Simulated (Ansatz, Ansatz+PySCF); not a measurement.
```xyz
4

N     0.0000    0.0000   -0.1308
H     0.0000    0.0000    0.9159
H    30.0000    0.0000   -1.3696
H    30.0000    0.0000    1.3696
```

Basis set: 6-31G (spherical functions). Correlated methods keep 1 orbital frozen. Charge 0, multiplicity 3.

Computed with Ansatz (development build ahead of 0.2.0); each method stands on the lowest determinant of its kind that the runs found.

The atomization energy at this shape (free ground-state atoms in the same class of orbitals less the molecule, no zero-point energy) of triplet NH3:

```
method  atomization energy
   UHF        157.6 kJ/mol
```

**Question.** What does UHF-MP2 give?

**Answer.** 234.7 kJ/mol. Caution: the shape is not the minimum; the unrestricted determinant is a mixture of spin states. Caution for UHF-MP2: large amplitudes, a single reference is doubtful.

This basis has no polarisation functions and is too small for such energies, which can lie far from measured ones in either direction.
